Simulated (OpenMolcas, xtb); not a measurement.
# How methods differ on GeNH3Cl (SMILES [NH2][GeH][Cl])

GeNH3Cl: 6 atoms, total charge 0, spin state doublet. As SMILES, `[NH2][GeH][Cl]`. Geometry: relaxed at PBE0-D4/def2-TZVP. This is one conformer, not always the lowest.

| atom | x (Å) | y (Å) | z (Å) |
| --- | --- | --- | --- |
| N | -0.4463 | 0.3179 | -0.7883 |
| Ge | 0.0754 | -0.1510 | 0.9081 |
| Cl | 1.2430 | -1.9569 | 0.6233 |
| H | -0.9845 | 1.1712 | -0.8614 |
| H | -0.8887 | -0.4143 | -1.3272 |
| H | 1.0432 | 0.9691 | 1.3993 |

Quantity: the dipole moment, in D. The values are calculated.

```csv
level,kind,program,value (D),CPU time
GFN1-xTB,semi-empirical,xtb,3.73,under 2 s
UHF/cc-pVDZ,Hartree–Fock,OpenMolcas,3.31,10 s
USVWN5/cc-pVDZ,LDA,OpenMolcas,3.05,30 s
U-revPBE/cc-pVDZ,GGA,OpenMolcas,3.02,48 s
UM06-L/cc-pVDZ,meta-GGA,OpenMolcas,3.22,56 s
UPBE0/cc-pVDZ,global hybrid,OpenMolcas,3.11,45 s
```

All-electron rows without a relativistic Hamiltonian named are non-relativistic. The values span 3.02 to 3.73 D. Magnitudes only. Times are those of the runs behind each value, whatever else they computed, on shared processors of several kinds: orders of magnitude only.
